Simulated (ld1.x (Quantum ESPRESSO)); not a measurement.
**nickel: excitation energies, all-electron against PAW**

ld1.x (Quantum ESPRESSO) 7.5 input, shortened:

```
&input
   title='Ni', zed=28., rel=1, dft='PBE', iswitch=3,
   config='[Ar] 3d8 4s2 4p0'
 /
 &inputp
   pseudotype=3, lpaw=.true., tm=.true., lloc=-1, rcloc=1.20,
   nlcc=.true.,
   which_augfun='PSQ', rmatch_augfun_nc=.true.
 /
6
3S  1  0   2.00   0.00  1.10  1.25  0.0
4S  2  0   2.00   0.00  1.10  1.25  0.0
3P  2  1   6.00   0.00  1.10  1.25  0.0
4P  3  1   0.00   0.00  1.10  1.25  0.0
3D  3  2   8.00   0.00  1.30  1.55  0.0
3D  3  2   0.00   2.70  1.30  1.55  0.0
 &test
   configts(1)='3s2 3p6 3d8 4s2 4p0'
 /
```

Energies are relative to the spin-unpolarised reference configuration 3s2 3p6 3d8 4s2 4p0; without spin polarisation the order of configurations can differ from experiment.

| valence configuration | charge | ΔE all-electron (eV) | error AE − PS (meV) |
| --- | --- | --- | --- |
| 3s2 3p6 3d8 4s1 4p0 | +1 | 9.322 | -1.5 |
| 3s2 3p6 3d7 4s0 4p0 | +3 | 64.140 | -1.4 |
| 3s2 3p6 3d9 4s0 4p0 | +1 | 6.318 | -5.0 |
| 3s2 3p6 3d8 4s0 4p2 | 0 | 9.502 | -1.2 |
| 3s2 3p6 3d6 4s0 4p0 | +4 | 121.697 | -27 |
| 3s1 3p6 3d8 4s2 4p0 | +1 | 119.397 | -36 |

(1) What are ΔE and the potential's error for 3s2 3p6 3d8 4s0 4p0?

Levels in the configuration 3s2 3p6 3d7 4s0 4p0:

```json
{"level": "3s", "all-electron (eV)": "-150.583", "pseudo (eV)": "-150.580"}
{"level": "3p", "all-electron (eV)": "-110.707", "pseudo (eV)": "-110.702"}
{"level": "3d", "all-electron (eV)": "-47.063", "pseudo (eV)": "-47.062"}
```

## Answers

(1) ΔE = 26.673 eV all-electron; the error (AE − PS) is -5.9 meV.
